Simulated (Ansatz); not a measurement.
Computed with Ansatz on PBE0-D4/def2-TZVP structures; ΔE is electronic, products minus reactants. CBS: MP2 limit from def2 TZ/QZ plus the TZ coupled-cluster correction, frozen cores. This one scheme is used for every species. For Ga, Se outer-core shells are correlated without core-valence functions, which leaves a few kJ/mol of doubt a bond. Scalar relativity is left out up to krypton. Each species was taken in one conformer, which may not be the lowest.

Reaction (formal hydrolysis of a Ga–Se bond): `[CH3][Ga]([CH3])[SeH]` + H₂O → `[CH3][Ga]([CH3])[OH]` + H₂Se

```csv
species,CCSD(T)/CBS(def2) energy (Eh)
`[CH3][Ga]([CH3])[SeH]`,-4405.01991
H₂O,-76.37941
`[CH3][Ga]([CH3])[OH]`,-2079.48242
H₂Se,-2401.89790
```

(1) Work out ΔE.

Largest T1 diagnostic among the species: 0.013.

Answers

(1) ΔE = (-2079.48242) + (-2401.89790) − (-4405.01991) − (-76.37941) = 0.01900 Eh = +0.52 eV.

From r2SCAN to r2SCAN0 (25 % exact exchange), in def2-TZVPP and without D4, ΔE moves by +0.05 eV. Leaving LDA and LC-ωPBE aside and taking each functional with its dispersion term where it has one, the values, not all of them listed here, spread over 0.16 eV, from CAM-B3LYP-D4 to HSE06-D4. At CCSD(T), def2-SVP lies −0.19 eV from the extrapolated value and def2-TZVPP −0.04 eV.
